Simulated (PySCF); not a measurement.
## Continuum solvent and chemical shifts

Atoms are numbered as in `[N:1]#[C:2][CH2:3][C:4](=[S:5])[O:6][CH2:7][F:8]`; H(Xn) means a hydrogen on atom n.

GIAO PBE0/pcSseg-1 in PySCF 2.14 on one PBE0-D3(BJ)/def2-SVP conformer, non-relativistic, equivalent nuclei averaged. Solvents enter as an IEF-PCM continuum (cyclohexane with ε = 2.0, acetonitrile with ε = 35.7) around the gas-phase geometry. Shifts are referred to TMS, CS2, CFCl3 computed in the same medium.

In cyclohexane, δ in ppm: C4 219.3, C2 120.2, C7 98.5, C3 37.0, S5 440.2, F8 -174.8, H(C7) 6.18, H(C3) 3.87. Dipole moment 1.70 D.

Task: How does each δ change in the more polar medium?

Result: 
```tsv
atoms	environment	Δδ, acetonitrile
C4	thiocarbonyl carbon	+2.9
C2	nitrile carbon	+4.2
C7	sp3 CH2 bonded to F and O	+1.2
C3	sp3 CH2 α to a nitrile	+0.9
S5	thione sulfur	-30.4
F8	fluorine on an sp3 carbon	-2.3
H(C7)	hydrogen on an sp3 CH2 bonded to F and O	+0.11
H(C3)	hydrogen on an sp3 CH2 α to a nitrile	+0.28
```

Changes are relative to cyclohexane. The dipole moment becomes 1.82 D in acetonitrile.

Task: Which nuclei move most (in ppm), and what does the model miss?

Result: S5 (thione sulfur, -30.4 ppm) in acetonitrile. A continuum only polarises the solute; specific hydrogen bonds, the anisotropy of aromatic solvents and changes of geometry or conformer are outside it.
